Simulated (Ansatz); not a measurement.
CH5AlFNO. Total charge 0; spin multiplicity 1. The bonds changed during the relaxation, so this is another structure than the one it started from.

| atom | x (Å) | y (Å) | z (Å) |
| --- | --- | --- | --- |
| N1 | -1.8138 | 0.9691 | -0.4189 |
| C2 | -0.5797 | 0.5070 | -0.3237 |
| F3 | 2.1591 | -0.0132 | -0.5989 |
| O4 | -0.2738 | -0.3980 | 0.4606 |
| Al5 | 1.5390 | -1.0576 | 0.5819 |
| H6 | -2.0380 | 1.7055 | -1.0641 |
| H7 | -2.5418 | 0.5813 | 0.1605 |
| H8 | 0.1749 | 0.9607 | -0.9741 |
| H9 | 1.9648 | -0.6839 | 2.0686 |
| H10 | 1.4094 | -2.5708 | 0.1080 |

List the harmonic frequencies (cm⁻¹, unscaled) at PBE0-D4/def2-TZVP in Ansatz. (An estimate is asked.)

The calculation gave: 99, 125, 151, 281, 349, 477, 496, 554, 642, 699, 702, 726, 790, 1097, 1105, 1347, 1419, 1629, 1758, 1892, 1906, 3118, 3602, 3739.

Is this a minimum?

Yes, all 24 modes are real.

Give the ideal-gas thermochemistry at 298.15 K and 1 bar (rigid rotor, harmonic oscillator; point group Cs, symmetry number 1).

Zero-point energy 171.7 kJ/mol; H(298) − E = 192.5 kJ/mol; entropy 341.2 J/(mol·K), of which translation 165.4, rotation 111.2, vibration 64.6; G(298) − E = 90.8 kJ/mol. Modes under 100 cm⁻¹ are hindered rotations or soft bends, so the harmonic entropy is rough.

And at 400, 500, 600, 800 and 1000 K?


```
T (K)  H − E (kJ/mol)  S (J/mol/K)  G − E (kJ/mol)
  400           204.4        375.5            54.2
  500           217.9        405.5            15.1
  600           232.8        432.6           -26.8
  800           265.6        479.7          -118.2
 1000           301.6        519.8          -218.2
```
